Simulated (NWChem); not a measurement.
System: TaOF₂ cation; SMILES [O]=[Ta+]([F])[F]

Input file for NWChem:

```
start job
memory heap 200 mb stack 900 mb global 1100 mb
charge 1
geometry units angstroms noautosym nocenter noautoz
  Ta     0.025309     0.167734     0.000000
  O      1.409390    -0.816291     0.000000
  F     -0.906336    -0.449027    -1.457549
  F     -0.906336    -0.449027     1.457549
end
basis spherical
  * library def2-svp
end
ecp
  Ta library def2-ecp
end
dft
  xc b3lyp
  iterations 150
end
property
  response 1 0.0773
end
task dft property
```

Excerpt of the output:

```
             Northwest Computational Chemistry Package (NWChem) 7.3.0
             --------------------------------------------------------

                             Geometry "geometry" -> ""
                             -------------------------

 Output coordinates in angstroms (scale by  1.889725989 to convert to a.u.)

  No.       Tag          Charge          X              Y              Z
 ---- ---------------- ---------- -------------- -------------- --------------
    1 Ta                  73.0000     0.02530900     0.16773400     0.00000000
    2 O                    8.0000     1.40939000    -0.81629100     0.00000000
    3 F                    9.0000    -0.90633600    -0.44902700    -1.45754900
    4 F                    9.0000    -0.90633600    -0.44902700     1.45754900

 Effective nuclear repulsion energy (a.u.)     602.9004165719

                                 NWChem DFT Module
                                 -----------------

 Summary of "ao basis" -> "ao basis" (spherical)
 ------------------------------------------------------------------------------
       Tag                 Description            Shells   Functions and Types
 ---------------- ------------------------------  ------  ---------------------
 Ta                         def2-svp                12       32   6s3p2d1f
 O                          def2-svp                 6       14   3s2p1d
 F                          def2-svp                 6       14   3s2p1d

            General Information
            -------------------
          SCF calculation type: DFT
          Wavefunction type:  closed shell.
          No. of atoms     :     4
          No. of electrons :    38
           Alpha electrons :    19
            Beta electrons :    19
          Charge           :     1
          Spin multiplicity:     1
          Use of symmetry is: off; symmetry adaption is: off
          Maximum number of iterations: 150
          AO basis - number of functions:    74
                     number of shells:    30
          Convergence on energy requested:  1.00D-06
          Convergence on density requested:  1.00D-05
          Convergence on gradient requested:  5.00D-04

              XC Information
              --------------
                         B3LYP Method XC Potential
                     Hartree-Fock (Exact) Exchange  0.200
                        Slater Exchange Functional  0.800 local
                    Becke 1988 Exchange Functional  0.720 non-local
              Lee-Yang-Parr Correlation Functional  0.810
                  VWN I RPA Correlation Functional  0.190 local

             Grid Information
             ----------------
          Grid used for XC integration:  medium
          Radial quadrature: Mura-Knowles
          Angular quadrature: Lebedev.
          Tag              B.-S. Rad. Rad. Pts. Rad. Cut. Ang. Pts.
          ---              ---------- --------- --------- ---------
          Ta                  1.45      123           8.0       590
          O                   0.60       49           7.0       434
          F                   0.50       49           7.0       434
          Grid pruning is: on
          Number of quadrature shells:   270
          Spatial weights used:  Erf1

      Superposition of Atomic Density Guess
      -------------------------------------

 Sum of atomic energies:        -335.19483149

 Renormalizing density from      39.00 to     38

      Non-variational initial energy
      ------------------------------

 Total energy =    -324.381331
 1-e energy   =    -738.345717
 2-e energy   =     271.827046
 HOMO         =      -0.840374
 LUMO         =      -0.362508

   convergence    iter        energy       DeltaE   RMS-Dens  Diis-err
 ---------------- ----- ----------------- --------- --------- ---------
 d= 0,ls=0.0,diis     1   -330.8141002622 -4.73D+02  8.71D-02  6.38D+00
 d= 0,ls=0.0,diis     2   -319.6642333191  1.11D+01  7.64D-02  8.12D+01
 d= 0,ls=0.0,diis     3   -331.5161221326 -1.19D+01  1.51D-02  5.06D-01
 d= 0,ls=0.0,diis     4   -331.2500481187  2.66D-01  9.84D-03  3.25D+00
 d= 0,ls=0.0,diis     5   -331.5590522952 -3.09D-01  1.39D-03  5.54D-02
  Resetting Diis
 d= 0,ls=0.0,diis     6   -331.5624524531 -3.40D-03  8.80D-04  2.79D-02
 d= 0,ls=0.0,diis     7   -331.5651862266 -2.73D-03  6.78D-04  5.00D-04
 d= 0,ls=0.0,diis     8   -331.5645537369  6.32D-04  5.12D-04  6.79D-03
 d= 0,ls=0.0,diis     9   -331.5652381406 -6.84D-04  3.16D-05  9.53D-06
 d= 0,ls=0.0,diis    10   -331.5652389229 -7.82D-07  9.76D-06  2.76D-06

         Total DFT energy =     -331.565238922911
      One electron energy =     -750.638789889948
           Coulomb energy =      312.887969396123
    Exchange-Corr. energy =      -35.951759066431
 Nuclear repulsion energy =      142.137340637345

 Numeric. integr. density =       37.999996345619

                       DFT Final Molecular Orbital Analysis
                       ------------------------------------

 Vector   17  Occ=2.000000D+00  E=-6.263388D-01
              MO Center=  1.1D+00, -5.6D-01, -5.1D-09, r^2= 1.7D+00
   Bfn.  Coefficient  Atom+Function         Bfn.  Coefficient  Atom+Function
  ----- ------------  ---------------      ----- ------------  ---------------
    36      0.551428  2 O  px                16      0.350638  1 Ta d -2
    39      0.292949  2 O  px                 3      0.281874  1 Ta s
     5     -0.244665  1 Ta s                 35      0.209152  2 O  s
    18      0.163210  1 Ta d  0               2     -0.157401  1 Ta s
    20      0.119624  1 Ta d  2               8     -0.112123  1 Ta py

 Vector   18  Occ=2.000000D+00  E=-6.109224D-01
              MO Center=  8.1D-01, -6.6D-01, -4.8D-08, r^2= 1.9D+00
   Bfn.  Coefficient  Atom+Function         Bfn.  Coefficient  Atom+Function
  ----- ------------  ---------------      ----- ------------  ---------------
    37      0.533663  2 O  py                40      0.321160  2 O  py
    20      0.311709  1 Ta d  2               7     -0.149704  1 Ta px
    50     -0.144406  3 F  px                51      0.144309  3 F  py
    64     -0.144406  4 F  px                65      0.144309  4 F  py
    35     -0.104366  2 O  s                 54     -0.102486  3 F  py

 Vector   19  Occ=2.000000D+00  E=-6.030060D-01
              MO Center=  8.4D-01, -6.3D-01,  1.1D-07, r^2= 1.9D+00
   Bfn.  Coefficient  Atom+Function         Bfn.  Coefficient  Atom+Function
  ----- ------------  ---------------      ----- ------------  ---------------
    38      0.541722  2 O  pz                41      0.350895  2 O  pz
    19     -0.198810  1 Ta d  1              17     -0.195145  1 Ta d -1
    51      0.177797  3 F  py                65     -0.177797  4 F  py
    54     -0.127136  3 F  py                68      0.127136  4 F  py
     9     -0.118556  1 Ta pz                50     -0.105606  3 F  px

 Vector   20  Occ=0.000000D+00  E=-3.978457D-01
              MO Center=  2.0D-01,  6.4D-01,  4.5D-09, r^2= 2.3D+00
   Bfn.  Coefficient  Atom+Function         Bfn.  Coefficient  Atom+Function
  ----- ------------  ---------------      ----- ------------  ---------------
     5      0.663898  1 Ta s                 18     -0.426589  1 Ta d  0
    20     -0.400955  1 Ta d  2              16      0.360849  1 Ta d -2
     3     -0.296071  1 Ta s                 14      0.197068  1 Ta py
     4     -0.188122  1 Ta s                  2      0.184064  1 Ta s
     8     -0.183386  1 Ta py                 6      0.140698  1 Ta s

 Vector   21  Occ=0.000000D+00  E=-3.398541D-01
              MO Center=  7.3D-02,  3.1D-01, -1.9D-08, r^2= 2.2D+00
   Bfn.  Coefficient  Atom+Function         Bfn.  Coefficient  Atom+Function
  ----- ------------  ---------------      ----- ------------  ---------------
    17      0.846859  1 Ta d -1               9     -0.224141  1 Ta pz
    15      0.187836  1 Ta pz                22      0.180841  1 Ta d -1
    38      0.172823  2 O  pz                41      0.158627  2 O  pz
    52      0.132292  3 F  pz                66      0.132292  4 F  pz
    55     -0.126458  3 F  pz                69     -0.126458  4 F  pz

 Vector   22  Occ=0.000000D+00  E=-3.265974D-01
              MO Center=  3.0D-02,  2.3D-01,  2.1D-08, r^2= 2.2D+00
   Bfn.  Coefficient  Atom+Function         Bfn.  Coefficient  Atom+Function
  ----- ------------  ---------------      ----- ------------  ---------------
    16      0.504982  1 Ta d -2              18     -0.485183  1 Ta d  0
    20      0.473645  1 Ta d  2               5     -0.280158  1 Ta s
    36     -0.212616  2 O  px                39     -0.205969  2 O  px
    37     -0.167749  2 O  py                14     -0.152656  1 Ta py
    40     -0.141960  2 O  py                 6     -0.137738  1 Ta s

     Multipole analysis of the density
     ---------------------------------

     L   x y z        total         alpha         beta         nuclear
     -   - - -        -----         -----         ----         -------
     0   0 0 0      1.000000    -19.000000    -19.000000     39.000000

     1   1 0 0      0.088729      4.494585      4.494585     -8.900441
     1   0 1 0      2.118554     12.806071     12.806071    -23.493587
     1   0 0 1      0.000000      0.000000      0.000000      0.000000

[...]

 DFT Linear Response polarizability / au
 Frequency  =       0.0773000 / au
 Wavelength =     589.4353558 / nm
              X              Y              Z
 -----------------------------------------------
 X      32.7771237     -4.7601141     -0.0000000
 Y      -4.7601040     20.5250819     -0.0000002
 Z      -0.0000000     -0.0000002     28.4446449
 -----------------------------------------------
 Eigenvalues =      34.4091192     18.8930864     28.4446449
 Isotropic   =      27.2489502
 Anisotropic =      13.5564468
 -----------------------------------------------

 Magnetic Dipole Response Matrix (nonzero elements):

 Exiting AOResponse driver routine
```

Level: B3LYP/def2-SVP with def2 effective core potentials on Ta. The geometry was optimised at PBE-D3(BJ)/def2-SVP. The spin multiplicity was typed, not searched, and may not be the lowest. def2 effective core potentials on Ta; no spin-orbit coupling.
